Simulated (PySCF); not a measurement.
Compound: C3H8O2Si.
Numbering: `[O:1]=[C:2]([OH:3])[CH2:4][CH2:5][SiH3:6]` (hydrogens: H7 on O3; H8, H9 on C4; H10, H11 on C5; H12, H13, H14 on Si6)

Method: PBE0-D3(BJ)/def2-SVP geometry optimisation, gas phase (PySCF 2.14.0).

Give the optimised bond lengths and angles.

```csv
bond,length (Å),order
O1=C2,1.206,double
C2–O3,1.335,single
C2–C4,1.502,single
C4–C5,1.523,single
C5–Si6,1.905,single
O3–H7,0.970,single
"C4–H8, C4–H9",1.103,single
"C5–H10, C5–H11",1.102,single
"Si6–H12, Si6–H13",1.492,single
Si6–H14,1.501,single
```

Bonds in one row agree within 0.01 Å and their mean is given. Orders are formal, as drawn. A selection of angles:
```csv
angle,degrees
O1–C2–O3,122.5
O1–C2–C4,124.5
O3–C2–C4,113.0
C2–O3–H7,106.6
C2–C4–C5,113.1
C2–C4–H8,105.7
C2–C4–H9,108.7
C5–C4–H8,110.6
C5–C4–H9,112.7
H8–C4–H9,105.5
C4–C5–Si6,116.7
C4–C5–H10,108.8
Si6–C5–H10,107.1
H10–C5–H11,105.9
C5–Si6–H12,114.0
C5–Si6–H13,110.8
C5–Si6–H14,106.7
H12–Si6–H13,110.8
H12–Si6–H14,107.0
```

Dihedral angles: O1–C2–C4–C5 -23° (synperiplanar); C2–C4–C5–Si6 52° (synclinal); H7–O3–C2–O1 -1° (synperiplanar). The mirror-image conformer, all signs reversed, is as good.

The 2 C–O bonds span 1.206 Å (O1=C2, drawn double) to 1.335 Å (C2–O3, drawn single), a spread of 0.129 Å. The 2 C–C bonds span 1.502 Å (C2–C4, drawn single) to 1.523 Å (C4–C5, drawn single), a spread of 0.021 Å. Of the pairs four or more bonds apart, O1···Si6 is among the closest relative to their van der Waals radii: 2.89 Å, 80 % of the sum of Bondi's values. Si6 (SiH3 silicon) is distorted tetrahedral (angles from 106.7° to 114.0°).

Point group: C1 (no symmetry element, even within 0.4 Å). No PBE0-D3(BJ)/def2-SVP frequencies stand behind this structure, so it isn't proved a minimum. The numbers are those of one conformer (O1–C2–O3–H -1°, O1–C2–C4–C5 -23°, C2–C4–C5–Si6 52°).
